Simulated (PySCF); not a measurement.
**Structure elucidation problem**

The spectra below were simulated for a compound C4H9PSi2.

1H NMR (300 MHz, computed): δ 7.47 (m, 1H), 4.56 (m, 2H), 4.30 (s, 3H), 3.80 (s, 1H), 1.45 (m, 2H).

13C{1H} NMR (computed): δ 166.7, 145.7, 104.6, 87.5.

[PySCF 2.14: NMR shieldings at PBE0/pcSseg-1/GIAO; coordinates at the GFN2-xTB level; equivalent nuclei averaged; no solvent model; no relativistic terms; one conformer]

Shifts are taken against calculated references (same method and geometry level): TMS for 1H (σref 31.72) and 13C (σref 186.93).

Task: Which candidate is it?
A. C#C/C([SiH3])=C\[SiH2]P
B. C=C[Si@H](P)C#C[SiH3]
C. C#C[SiH2]/C=C\[SiH2]P
D. C#C/C(=C/[SiH3])[SiH2]P

Result: A. 

4 carbon signals for 4 carbons: no two carbons are equivalent. Carbon types of the structure: 2 × C, 2 × CH, leaving 7 H on heteroatoms. δC 166.7: alkene CH. δC 145.7: fully substituted alkene carbon; an sp2 carbon of a C=C bond. δC 104.6: terminal alkyne carbon; the triple bond shields along its axis, which puts it between sp3 and sp2 carbons. δC 87.5: alkyne carbon; the triple bond shields along its axis, which puts it between sp3 and sp2 carbons. δH 7.47: hydrogen on an alkene CH; a vinylic proton, deshielded by the sp2 carbon and the C=C anisotropy.

The others: C#C[SiH2]/C=C\[SiH2]P would give 6 signals for carbon-bound and other non-exchanging H, not 5; C#C/C(=C/[SiH3])[SiH2]P has carbons computed at 161.6, 146.9, 93.8, 91.5; C=C[Si@H](P)C#C[SiH3] would give 6 signals for carbon-bound and other non-exchanging H, not 5.

Splittings by 31P in the carbon and heteronuclear signals aren't shown, as no couplings were computed. Shifts are as computed. Against solution values, carbons near 30 ppm lie about +3 ppm off and those near 130 ppm about +5 ppm. Of 1211 compounds with measured shifts, 218 miss one by over three times the rms of a fit or turn the order of signals round; such compounds aren't used in these exercises. No couplings were computed; multiplicities are counted from neighbouring protons, with m where these are inequivalent, close in shift, in a saturated or five-membered ring or joined by F or P, and br s for small geminal =CH2 splittings.
